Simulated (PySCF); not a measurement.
How methods differ on the ionisation energy of Rh(2+)

Rh(2+) [Kr] 4d7 (4F) → Rh(3+) [Kr] 4d6 (5D), as a difference of total energies. Calculation: PySCF 2.14, in def2-TZVP with the def2 core potential (28 electrons); scalar relativity through the core potential. Correlated levels: valence: 4s2 4p6 frozen. The calculations carry no spin-orbit coupling.

| method | ionisation energy (eV) |
| --- | --- |
| UHF | 29.413 |
| BP86 | 31.376 |
| r2SCAN | 30.868 |
| MP2 (valence) | 30.366 |
| SCS-MP2 (valence) | 30.474 |

Task: How much does correlation contribute at MP2 (valence)?

Result: 30.366 − (29.413) = 0.953 eV, measured against UHF.

The reference lies between the lowest fine-structure levels, while these numbers refer to the centres of the terms.

Errors of the correlated levels include the incompleteness of this basis and the frozen core.

For comparison: 31.06 eV (semi-empirical (NIST evaluation); NIST Atomic Spectra Database, ionization energies).
